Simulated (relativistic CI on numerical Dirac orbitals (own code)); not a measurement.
## V4+: 2p photoemission

Computed with this model: Dirac-Coulomb-Breit CI, separate exchange-only KLI orbitals for each configuration, model QED (radiative potential, 1s self-energy scaled to tabulated hydrogen-like ionisation energies), multiplet model of photoemission in the sudden approximation, unscaled Slater integrals; configurations [Ar] 3d → [He] 2s2 2p5 3s2 3p6 3d; 300 K; Lorentzian 0.5 eV and Gaussian 0.6 eV FWHM. Energies are those of the free ion, without screening or charge transfer. The energies are binding energies and can lie tens of eV above those of solids. S is read from ⟨S²⟩ = S(S + 1).

Field parameters in Wybourne normalisation: D3d B²₀ = −7Dσ, B⁴₀ = −14Dq − 21Dτ, B⁴₃ = −14√(10/7) Dq. The field is a parameter set, without covalency.

free ion: ground-state S = 0.50, centroid 591.48 eV. Peaks (eV, height): 588.7 (100), 592.3 (16), 595.7 (63), 599.2 (30).

D3d, 10Dq = 27750, Dσ = -1200, Dτ = -350 cm⁻¹: ground-state S = 0.50, centroid 591.50 eV. Peaks (eV, height): 588.8 (100), 594.6 (15), 595.9 (74), 597.7 (24), 601.5 (7).

D3d, 10Dq = 27750, Dσ = 240, Dτ = -350 cm⁻¹: ground-state S = 0.50, centroid 591.50 eV. Peaks (eV, height): 588.7 (100), 594.4 (14), 595.9 (77), 597.5 (29), 601.3 (7).

Strongest unbroadened transitions for D3d, 10Dq = 27750, Dσ = -1200, Dτ = -350 cm⁻¹:

```tsv
Energy (eV)	Relative strength
587.67	37.7
587.87	46.5
588.08	42.5
588.38	29.9
588.58	53.1
588.59	20.6
588.63	28.8
589.02	43.1
589.04	31.6
589.33	73.0
589.61	24.3
589.69	23.7
594.47	19.6
595.84	100.0
595.91	24.5
595.94	31.2
596.56	24.3
597.71	47.9
```
